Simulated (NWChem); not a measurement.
CH$_{4}$AlClOS; SMILES C[S][Al]([OH])[Cl]

```xyz
9

Al     0.2919     0.3896     0.0000
Cl    -0.5119     2.3268     0.0002
O      1.9654     0.1157    -0.0007
H      2.6569     0.7790     0.0025
S     -1.0108    -1.3295    -0.0005
C      0.2217    -2.6890     0.0008
H      1.2517    -2.3097    -0.0023
H      0.0582    -3.3065    -0.8923
H      0.0619    -3.3019     0.8978
```
Atoms are numbered in this order, from 1.

Results from NWChem. Geometry: optimised at PBE0/def2-SVP. Total energies compare along this basis series because the functional is fixed.

```tsv
level	basis functions	energy (Ha)	highest occupied level (eV)	orbital gap (eV)	dipole (D)	relative time
Hartree-Fock/pcseg-1	102	-1214.0695	-10.11	12.28	2.63	5
Hartree-Fock/aug-pcseg-1	163	-1214.0887	-10.03	10.60	2.40	20
Hartree-Fock/pcseg-2	218	-1214.2656	-10.01	12.07	2.50	20
Hartree-Fock/STO-3G	41	-1200.5205	-7.01	15.29	2.66	1
Hartree-Fock/def2-SVP	102	-1213.7503	-9.90	12.44	2.47	4
```

The last column is a rough cost ratio, cheapest run = 1.
